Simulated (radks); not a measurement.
Values are calculated unless marked as measured or tabulated.
Question: These are the eigenvalues of the occupied orbitals of an atom or ion with whole-number occupations (eV). Code: a radial shooting solver on a logarithmic mesh with Libxc functionals. Model: scalar-relativistic Kohn-Sham, BLYP, spin-polarised, spherical densities, finite nucleus; Fermi nuclear charge, rms radius of each element as measured or else 0.836 A^(1/3) + 0.57 fm.

1s: -11791.47
2s: -1554.691
2p: -1372.010
3s: -257.1249
3p: -200.5321
3d: -107.1552

Which element is it, and in what charge state? The configuration may be excited. Open shells, if any, are filled with parallel spins first.

Answer: Z = 33, arsenic, charge +5: As5+ in [Ar] 3d10. The list shows which subshells hold electrons but not how many an open one holds; the 1s level, -433.33 hartree, gives Z - s = 29.4 by -(Z - s)^2/2, which with screening and relativity narrows Z to a few neighbours, and the depths of the outer levels then fix element, charge and occupations together.
